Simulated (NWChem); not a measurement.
Species: CH$_{3}$AlBrF; SMILES [CH3][Al]([F])[Br]

```xyz
7

Al     0.0568     0.9220    -0.0396
F      1.5447     1.5655    -0.4129
Br     0.0303    -1.2839     0.3918
C     -1.5102     2.0492     0.0032
H     -2.4183     1.4926     0.2774
H     -1.6726     2.5149    -0.9827
H     -1.3724     2.8691     0.7269
```
Atoms are numbered in this order, from 1.

Level: PBE0/def2-SVP (NWChem), optimised geometry, unscaled harmonic frequencies. This build's default masses of Se (78.918 u) and Br (79.917 u) are each other's, which moves their modes by up to 0.6 %.

Task: List the harmonic frequencies with IR intensities, and the thermochemistry.

Result: 
| frequency (cm⁻¹) | IR intensity (km/mol) |
|---|---|
| 17 | 0.0 |
| 144 | 2.3 |
| 192 | 16.2 |
| 210 | 29.1 |
| 385 | 45.7 |
| 657 | 58.3 |
| 666 | 49.8 |
| 706 | 107.4 |
| 887 | 133.8 |
| 1214 | 23.6 |
| 1417 | 3.2 |
| 1422 | 2.6 |
| 3056 | 0.3 |
| 3154 | 0.3 |
| 3178 | 0.4 |

The zero-point energy is 24.7 kcal/mol. The thermal correction to the enthalpy at 298.15 K (with zero-point energy) is 29.3 kcal/mol. The heat capacity Cv is 18.6 cal/(mol K). The entropy at 298.15 K and 1 atm (symmetry number 1) is 84.4 cal/(mol K) and the dipole moment comes out as 2.20 D.

Rigid rotor and harmonic oscillator; modes under 100 cm⁻¹ make the entropy uncertain.
